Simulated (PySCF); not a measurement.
## TDDFT excited states: C5H6ClNSi

Compound: C₅H₆ClNSi.
Cartesian coordinates in Å at the GFN2-xTB level; atoms count from 1:
```
atom  x, y, z in Å
C1     1.8737    1.0053   -0.3466
Si2    0.7149   -0.4552   -0.0119
Cl3    1.7337   -2.0945    0.5849
C4    -0.7437   -0.7593   -1.2489
C5    -1.6902   -0.3570   -0.1564
C6    -0.9224   -0.0835    0.9131
C7    -1.2901    0.3405    2.1881
N8    -1.5409    0.6971    3.2521
H9     1.3219    1.8830   -0.6672
H10    2.5931    0.7586   -1.1216
H11    2.4294    1.2692    0.5482
H12   -0.8118   -0.1164   -2.1256
H13   -0.9046   -1.7820   -1.5882
H14   -2.7636   -0.3063   -0.2420
```

Computed, not measured: TDDFT B3LYP/def2-SVPD, vertical, gas phase, core orbitals frozen in the response in PySCF 2.14.0, density-fitted response routines.

| state | E (eV) | λ (nm) | ν̃ (cm⁻¹) | f | main configurations (H = HOMO, L = LUMO) |
| --- | --- | --- | --- | --- | --- |
| S1 | 5.24 | 236.5 | 42290 | 0.0019 | H-1→L (97%) |
| S2 | 5.65 | 219.5 | 45570 | 0.023 | H-2→L (79%), H→L (17%) |
| S3 | 5.78 | 214.6 | 46600 | 0.157 | H→L (71%), H-2→L (18%) |
| S4 | 6.55 | 189.2 | 52860 | 0.0015 | H→L+2 (73%) |
| S5 | 6.62 | 187.3 | 53380 | 0.0057 | H-3→L (76%) |
| S6 | 6.89 | 179.9 | 55590 | 0.0040 | H→L+1 (87%), H→L+2 (8%) |
| S7 | 7.08 | 175.1 | 57120 | 0.0062 | H-4→L (89%) |
| S8 | 7.14 | 173.6 | 57620 | 0.0006 | H→L+3 (82%) |

Triplets, Tamm–Dancoff:

```json
{"state": "T1", "E (eV)": "3.64", "λ (nm)": "340.9", "main configurations (H = HOMO, L = LUMO)": "H→L (96%)"}
{"state": "T2", "E (eV)": "4.91", "λ (nm)": "252.6", "main configurations (H = HOMO, L = LUMO)": "H-1→L (94%)"}
{"state": "T3", "E (eV)": "5.55", "λ (nm)": "223.3", "main configurations (H = HOMO, L = LUMO)": "H-2→L (94%)"}
```

The lowest singlet lies at 5.24 eV (236 nm, ultraviolet) and is very weak; its leading configuration is HOMO-1→LUMO (97%). The most intense listed level is S3 at 5.78 eV (215 nm, f = 0.157), 0.53 eV above S1. Löwdin shares by element: HOMO carbon 61% or more, nitrogen 21% (atoms not listed hold the other 19%); LUMO carbon 69% or more, nitrogen 14% (atoms not listed hold the other 18%). The oscillator strengths of these states sum to 0.199; summed over the whole spectrum of an exact calculation they would give the number of electrons, 74 (Thomas–Reiche–Kuhn). Orbital energies (eV): HOMO-3 -9.61, HOMO-2 -8.59, HOMO-1 -8.34, HOMO -7.81, LUMO -1.84, LUMO+1 -0.18, LUMO+2 -0.05. Of the 8 states listed, 2 reach f = 0.01 and none stays under 0.0005. Singlets were solved by full linear response, triplets in the Tamm–Dancoff approximation.
